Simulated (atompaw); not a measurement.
**PBE PAW (atompaw) dataset for Pd, non-relativistic all-electron reference.**

* Element: Pd
* Generator: atompaw 4.2.0.5
* Type: PAW
* Functional: PBE
* Relativity: non-relativistic
* Frozen core: [Kr]
* Valence charge: 10
* Reference configuration: 4d10 5s0
* Partial waves: 5s (bound, empty): rc 2.85 bohr; 5s channel at 1.25 Ry: rc 2.85 bohr; 5p channel at 0.2 Ry: rc 2.85 bohr; 4d (bound): rc 2.85 bohr; 4d channel at 0.65 Ry: rc 2.00 bohr
* Local potential: ultrasoft scheme with l = 3 at 0 Ry, radius 2.60 bohr
* Core correction: smooth core density matched at 1.50 bohr
* Augmentation charge: besselshape compensation charge, radius 2.25 bohr; PAW radius 2.85 bohr; waves and projectors: custom rrkj gramschmidtortho

Calculated quality:

| Quantity | Value |
| --- | --- |
| Cutoffs needed | 12 Ry and 18 Ry (the cutoffs (Ry, on a coarse ladder) from which the occupation-weighted sum of valence levels, in a spherical-Bessel basis at the reference potential, stays within 10 and 1 mRy of its value at 400 Ry) |
| Ghost test | no extra level below or beside the all-electron valence levels (s, p, d, f tested) (spherical-Bessel basis up to 400 Ry, 20 bohr box) |
| Lowest eigenvalue of the overlap operator | 0.41 (s channel) |
| Overlap eigenvalues printed by atompaw (projector basis) | 0.0102, 1.87, 1.94, 2.04, 13.4 |
| Share of each valence orbital outside the PAW sphere | 5s 66 %, 4d 7 % |

Generation and tests took about 0.56 s on one core of a shared server CPU.
